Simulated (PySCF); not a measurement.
**Radial density of Co²⁺ (cobalt, charge +2)**

UHF, [Ar] 3d7, high-spin 4F determinant. Computed with PySCF 2.14 in aug-cc-pVDZ-DK (7s6p4d2f, 59 functions), with the spin-free X2C one-electron Hamiltonian (Gaussian nucleus).

```json
{"r (bohr)": "0.000997", "4πr²ρ (e/bohr)": "0.2423", "4πr²(ρα − ρβ)": "0.0000"}
{"r (bohr)": "0.00168", "4πr²ρ (e/bohr)": "0.6091", "4πr²(ρα − ρβ)": "0.0000"}
{"r (bohr)": "0.00282", "4πr²ρ (e/bohr)": "1.499", "4πr²(ρα − ρβ)": "0.0000"}
{"r (bohr)": "0.00474", "4πr²ρ (e/bohr)": "3.558", "4πr²(ρα − ρβ)": "0.0000"}
{"r (bohr)": "0.00798", "4πr²ρ (e/bohr)": "7.949", "4πr²(ρα − ρβ)": "0.0001"}
{"r (bohr)": "0.0134", "4πr²ρ (e/bohr)": "15.95", "4πr²(ρα − ρβ)": "0.0002"}
{"r (bohr)": "0.0226", "4πr²ρ (e/bohr)": "26.58", "4πr²(ρα − ρβ)": "0.0005"}
{"r (bohr)": "0.0380", "4πr²ρ (e/bohr)": "32.72", "4πr²(ρα − ρβ)": "0.0013"}
{"r (bohr)": "0.0639", "4πr²ρ (e/bohr)": "27.82", "4πr²(ρα − ρβ)": "0.0059"}
{"r (bohr)": "0.107", "4πr²ρ (e/bohr)": "27.54", "4πr²(ρα − ρβ)": "0.0378"}
{"r (bohr)": "0.181", "4πr²ρ (e/bohr)": "36.73", "4πr²(ρα − ρβ)": "0.2395"}
{"r (bohr)": "0.304", "4πr²ρ (e/bohr)": "21.08", "4πr²(ρα − ρβ)": "1.1172"}
{"r (bohr)": "0.511", "4πr²ρ (e/bohr)": "16.18", "4πr²(ρα − ρβ)": "2.7128"}
{"r (bohr)": "0.860", "4πr²ρ (e/bohr)": "15.56", "4πr²(ρα − ρβ)": "2.6652"}
{"r (bohr)": "1.45", "4πr²ρ (e/bohr)": "3.866", "4πr²(ρα − ρβ)": "0.9771"}
{"r (bohr)": "2.43", "4πr²ρ (e/bohr)": "0.3559", "4πr²(ρα − ρβ)": "0.1133"}
{"r (bohr)": "4.09", "4πr²ρ (e/bohr)": "0.003415", "4πr²(ρα − ρβ)": "0.0001"}
{"r (bohr)": "6.88", "4πr²ρ (e/bohr)": "2.838e-05", "4πr²(ρα − ρβ)": "0.0000"}
```

Densities and radii are taken from the X2C orbitals without a picture-change correction, which distorts them close to the nucleus.
